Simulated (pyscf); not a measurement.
**HO–SiH₂–C(F)(F)–F (SMILES O[SiH2]C(F)(F)F), singlet**

Gas-phase minimum from PySCF at ωB97X-D3(BJ)/def2-SVP, one conformer. 

```
Si
O 1 1.6574
H 2 0.9628 1 118.52
H 1 1.4789 2 107.79 3 176.70
H 1 1.4878 4 112.73 2 125.55
C 1 1.9279 4 107.81 5 115.70
F 6 1.3450 1 113.04 4 56.27
F 6 1.3492 7 107.27 1 122.66
F 6 1.3531 7 107.05 8 114.73
```
Charge 0, spin multiplicity 1.

Properties at ωB97X-D3(BJ)/def2-SVP:

| Quantity | Result |
|---|---|
| Harmonic wavenumbers, unscaled | 65, 120, 204, 245, 299, 425, 505, 534, 628, 725, 752, 831, 901, 927, 971, 1175, 1193, 1286, 2281, 2332, 3936 cm⁻¹ |
| Zero-point energy | 29.1 kcal/mol |
| Rotational symmetry number | 1 |
| Entropy of this conformer at 298 K and 1 atm, rigid rotor and harmonic oscillator, modes under 100 cm⁻¹ raised to 100 | 347.7 J/(mol K) |
| Dipole moment | 2.04 D |

Single-point totals, which compare only within one level:

| level | total energy (hartree) |
|---|---|
| ωB97X-D3(BJ)/def2-TZVP | -704.46667 |
| PBE/def2-TZVP | -703.83853 |
| r²SCAN/def2-TZVP | -704.19296 |
| B3LYP-D3(BJ)/def2-TZVP | -704.42872 |
| PBE0-D3(BJ)/def2-TZVP | -703.87018 |
| M06-2X/def2-TZVP | -704.23183 |
| ωB97M-D3(BJ)/def2-TZVP | -704.51683 |

Soft torsions are taken as harmonic, which can shift the entropy by several J/(mol K).
